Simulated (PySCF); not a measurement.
# Telling isomers of C8H11P apart by NMR

Level of theory: shieldings: GIAO PBE0/pcSseg-1, GFN2-xTB structure, in PySCF 2.14 (no solvent, single conformer, rapidly exchanging positions averaged, no relativistic terms).

δ = σ(ref) − σ, references computed at the same level: 1H (31.72 ppm) and 13C (186.93 ppm) against TMS. Splittings of carbon signals by F and P are missing where no couplings were computed. Where no couplings were computed, multiplicities follow the n + 1 count of equivalent neighbours, and m marks all less simple cases (inequivalent or close neighbours, rings, F or P nearby). Shifts are as computed. Against solution values, carbons near 30 ppm lie about +3 ppm off and those near 130 ppm about +5 ppm. Of 1211 compounds with measured shifts, 218 miss one by over three times the rms of a fit or turn the order of signals round; such compounds aren't used in these exercises.

(1) Tabulate the signals of `C1=CP(C2CC2)C=CC1`, `C#CCP=C=C(C)CC`, `C#CP=C=C(C)C(C)C`, `Cc1ccpc(C)c1C` and their relative energies.

(2) What is the quickest way to tell C#CCP=C=C(C)CC from Cc1ccpc(C)c1C?

(3) What is the quickest way to tell C1=CP(C2CC2)C=CC1 from C#CP=C=C(C)C(C)C?

(4) What is the quickest way to tell C#CCP=C=C(C)CC from C#CP=C=C(C)C(C)C?

Results:

(1) 
| SMILES | carbon types | δC | δH | E rel. (kcal/mol) |
| --- | --- | --- | --- | --- |
| C1=CP(C2CC2)C=CC1 | 5×CH 3×CH2 | 138.2, 134.8, 33.2, 13.5, 5.4 | 6.66 (m, 2H), 6.43 (m, 2H), 2.84 (m, 2H), 0.84 (m, 1H), 0.80 (m, 2H), 0.55 (m, 2H) | 40.5 |
| C#CCP=C=C(C)CC | 3×C 1×CH 2×CH2 2×CH3 | 266.3, 131.4, 86.5, 78.6, 34.9, 23.3, 21.2, 15.8 | 2.75 (m, 2H), 2.21 (q, 2H), 2.04 (s, 3H), 1.69 (t, 1H), 1.19 (t, 3H) | 81.1 |
| C#CP=C=C(C)C(C)C | 3×C 2×CH 3×CH3 | 278.0, 136.4, 101.7, 85.8, 38.1, 25.0, 23.9 | 2.59 (m, 1H), 2.09 (s, 3H), 1.73 (sept, 1H), 1.25 (d, 6H) | 79.4 |
| Cc1ccpc(C)c1C | 3×C 2×CH 3×CH3 | 176.2, 163.6, 145.9, 143.9, 139.6, 27.8, 26.7, 19.1 | 8.86 (m, 1H), 7.94 (m, 1H), 2.89 (m, 3H), 2.52 (s, 3H), 2.43 (s, 3H) | 0.0 |

Energies are electronic energies at PBE0/pcSseg-1 on these geometries, without zero-point or thermal terms, each for the one conformer computed, which needn't be the lowest.

(2) Both give the same number of carbon signals, but DEPT or the intensities differ. The first has a cumulene carbon (C) at 266.3 ppm, the second an aromatic CH at 163.6 ppm. Their most deshielded carbons lie at 266.3 and 176.2 ppm. In the proton spectra the most deshielded non-exchanging signals are 2.75 (m, 2H) and 8.86 (m, 1H).

(3) Count the carbon signals: 5 against 7. The first has an allylic sp3 CH2 at 33.2 ppm, the second a cumulene carbon (C) at 278.0 ppm. Their most deshielded carbons lie at 138.2 and 278.0 ppm. In the proton spectra the most deshielded non-exchanging signals are 6.66 (m, 2H) and 2.59 (m, 1H).

(4) Count the carbon signals: 8 against 7. The first has an allylic sp3 CH2 at 34.9 ppm, the second an allylic sp3 CH at 38.1 ppm. Their most deshielded carbons lie at 266.3 and 278.0 ppm.
